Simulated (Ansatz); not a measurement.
Steps of a relaxation of CH₆N₂OSi, SMILES `NC(=O)N[SiH3]` with RKS PBE0-D4/def2-TZVP.

```sh
$ ansatz run in.yaml --threads 4 --pin off --events-out ev --progress --plain --max-ram 10444MiB
```

```yaml
crystal:
  periodic: [false, false, false]
  atoms:
    - {symbol: N, position_ang: [-1.239024, 1.558059, -0.797205]}
    - {symbol: C, position_ang: [-0.333522, 0.860047, -0.024248]}
    - {symbol: O, position_ang: [0.288350, 1.369305, 0.912741]}
    - {symbol: N, position_ang: [-0.104965, -0.465528, -0.360997]}
    - {symbol: Si, position_ang: [1.116590, -1.295400, 0.631153]}
    - {symbol: H, position_ang: [-1.502810, 2.471445, -0.428481]}
    - {symbol: H, position_ang: [-1.951586, 1.068203, -1.337639]}
    - {symbol: H, position_ang: [-0.537646, -0.878132, -1.189496]}
    - {symbol: H, position_ang: [0.701387, -1.386737, 2.068318]}
    - {symbol: H, position_ang: [2.478034, -0.678505, 0.509255]}
    - {symbol: H, position_ang: [1.150491, -2.679657, 0.037198]}
basis:
  gaussian: {orbitals: def2-TZVP}
hamiltonian: {xc: pbe0, dispersion: d4}
relax: {f_tol: 0.005, max_steps: 150}
```

Positions (Å) and forces (eV/Å) along the path, 8 of 8 steps:

```xyz
11
step=1 energy=-14033.4132 eV
N    -1.239    1.558   -0.797   -0.157    0.009    0.231
C    -0.334    0.860   -0.024    0.257   -0.022    0.284
O     0.288    1.369    0.913   -0.674   -0.539   -1.009
N    -0.105   -0.466   -0.361    0.105    0.226    0.153
Si    1.117   -1.295    0.631   -0.203    0.076   -0.203
H    -1.503    2.471   -0.428    0.176   -0.589   -0.202
H    -1.952    1.068   -1.338    0.506    0.268    0.403
H    -0.538   -0.878   -1.189    0.270    0.343    0.554
H     0.701   -1.387    2.068    0.069    0.045   -0.344
H     2.478   -0.679    0.509   -0.338   -0.114    0.012
H     1.150   -2.680    0.037   -0.011    0.297    0.122
11
step=2 energy=-14033.4690 eV
N    -1.225    1.547   -0.794   -0.058    0.031    0.056
C    -0.329    0.853   -0.024    0.041   -0.124   -0.001
O     0.284    1.358    0.903   -0.131   -0.067   -0.182
N    -0.104   -0.462   -0.353    0.142    0.007    0.140
Si    1.109   -1.291    0.626   -0.194    0.119   -0.157
H    -1.491    2.446   -0.424    0.052   -0.141   -0.051
H    -1.931    1.056   -1.321    0.127    0.050    0.095
H    -0.531   -0.865   -1.174    0.058    0.099    0.132
H     0.690   -1.371    2.046    0.027   -0.003   -0.075
H     2.450   -0.667    0.500   -0.071   -0.039    0.006
H     1.142   -2.661    0.035    0.006    0.068    0.036
11
step=3 energy=-14033.4742 eV
N    -1.221    1.541   -0.794   -0.008    0.012    0.002
C    -0.327    0.850   -0.023   -0.005   -0.022   -0.033
O     0.283    1.359    0.902    0.002    0.026    0.022
N    -0.102   -0.460   -0.348    0.059   -0.036    0.057
Si    1.103   -1.286    0.622   -0.042    0.021   -0.037
H    -1.486    2.438   -0.427    0.004    0.011    0.004
H    -1.923    1.049   -1.315   -0.004   -0.015   -0.006
H    -0.528   -0.858   -1.167   -0.014    0.009   -0.013
H     0.688   -1.372    2.039    0.001   -0.002    0.009
H     2.441   -0.667    0.497    0.008    0.003    0.003
H     1.139   -2.653    0.035   -0.003   -0.007   -0.006
11
step=4 energy=-14033.4743 eV
N    -1.221    1.541   -0.794   -0.004    0.004   -0.004
C    -0.326    0.851   -0.023   -0.015   -0.001    0.005
O     0.282    1.362    0.902    0.000    0.012   -0.004
N    -0.100   -0.459   -0.346    0.020   -0.009    0.013
Si    1.102   -1.286    0.621   -0.003   -0.007   -0.006
H    -1.487    2.438   -0.428    0.004    0.003    0.001
H    -1.923    1.046   -1.315    0.001   -0.005   -0.002
H    -0.528   -0.857   -1.165   -0.006    0.008   -0.005
H     0.689   -1.373    2.039    0.001   -0.002    0.004
H     2.441   -0.667    0.498    0.004    0.000    0.001
H     1.137   -2.652    0.032   -0.001   -0.001   -0.002
11
step=5 energy=-14033.4744 eV
N    -1.222    1.540   -0.795   -0.008   -0.007   -0.002
C    -0.328    0.853   -0.021    0.022    0.022    0.005
O     0.281    1.367    0.902   -0.014   -0.004   -0.007
N    -0.099   -0.458   -0.343   -0.017    0.006   -0.008
Si    1.102   -1.287    0.621    0.018   -0.023    0.010
H    -1.487    2.439   -0.432    0.001   -0.003    0.000
H    -1.923    1.043   -1.315    0.001    0.004    0.001
H    -0.528   -0.854   -1.163    0.001    0.001    0.002
H     0.691   -1.377    2.039    0.000    0.000   -0.002
H     2.442   -0.670    0.499   -0.002    0.000    0.000
H     1.136   -2.652    0.029    0.000    0.004    0.000
11
step=6 energy=-14033.4745 eV
N    -1.223    1.540   -0.795    0.000   -0.007   -0.005
C    -0.327    0.855   -0.021    0.007    0.010    0.022
O     0.280    1.371    0.902   -0.005   -0.003   -0.011
N    -0.098   -0.456   -0.342   -0.013    0.009   -0.011
Si    1.103   -1.289    0.621    0.012   -0.013    0.005
H    -1.489    2.439   -0.434   -0.001   -0.002   -0.001
H    -1.923    1.041   -1.315    0.000    0.005    0.001
H    -0.528   -0.852   -1.161    0.004   -0.004    0.002
H     0.692   -1.380    2.040   -0.001    0.001   -0.002
H     2.444   -0.672    0.500   -0.002    0.000    0.000
H     1.134   -2.653    0.026   -0.001    0.003    0.001
11
step=7 energy=-14033.4745 eV
N    -1.223    1.539   -0.796    0.001   -0.001   -0.002
C    -0.327    0.856   -0.020    0.005    0.002    0.009
O     0.279    1.373    0.902   -0.002   -0.002   -0.005
N    -0.097   -0.455   -0.341   -0.004    0.004   -0.003
Si    1.104   -1.290    0.621   -0.002    0.000    0.000
H    -1.490    2.439   -0.436   -0.002    0.000    0.000
H    -1.923    1.040   -1.315   -0.001    0.002    0.000
H    -0.528   -0.851   -1.159    0.002   -0.003    0.000
H     0.692   -1.381    2.039    0.001   -0.001    0.000
H     2.444   -0.673    0.500    0.000   -0.002   -0.001
H     1.133   -2.653    0.025    0.002    0.001    0.001
11
step=8 energy=-14033.4745 eV
N    -1.223    1.539   -0.796    0.001    0.001    0.000
C    -0.327    0.857   -0.020    0.000   -0.001    0.000
O     0.279    1.374    0.902    0.000   -0.001    0.000
N    -0.097   -0.455   -0.340    0.002   -0.001    0.003
Si    1.103   -1.290    0.621   -0.001    0.001   -0.002
H    -1.490    2.439   -0.436   -0.001    0.000    0.000
H    -1.923    1.040   -1.315   -0.001   -0.001    0.000
H    -0.527   -0.851   -1.159    0.001   -0.001    0.000
H     0.692   -1.382    2.040    0.000    0.001    0.000
H     2.444   -0.674    0.500    0.000    0.001    0.000
H     1.134   -2.653    0.025   -0.002   -0.001   -0.001
```

Run time 27 s (4 threads of an Arm Neoverse V1 on a shared host); peak host memory 0.47 GiB.
